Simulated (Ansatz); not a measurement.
Ansatz (a first-principles code) input:
A basis named .json is the Basis Set Exchange file of that set.

Ansatz 0.2 input:
```yaml
crystal:
  periodic: [false, false, false]
  atoms:
    - {symbol: Sn, position_ang: [-0.00000000, -0.00000000, -0.28788838]}
    - {symbol: F, position_ang: [0.00000000, 0.00000000, 1.59937991]}
basis:
  gaussian:
    orbitals: def2-QZVPPD.json
total_charge: 1
magnetization: {spin_polarized: true, initial_magnetization: 2}
correlation: {method: ccsd_t, electrons: outside_noble_gas}
```

### Question
Which total energy does the run end on?

### Answer
-312.81294 Eh (CCSD(T)/def2-QZVPPD). The basis has 154 functions.

This state (charge 1, triplet) is run at the relaxed geometry of the species with charge 1 and multiplicity 1, and is a spin state other than that species' own.
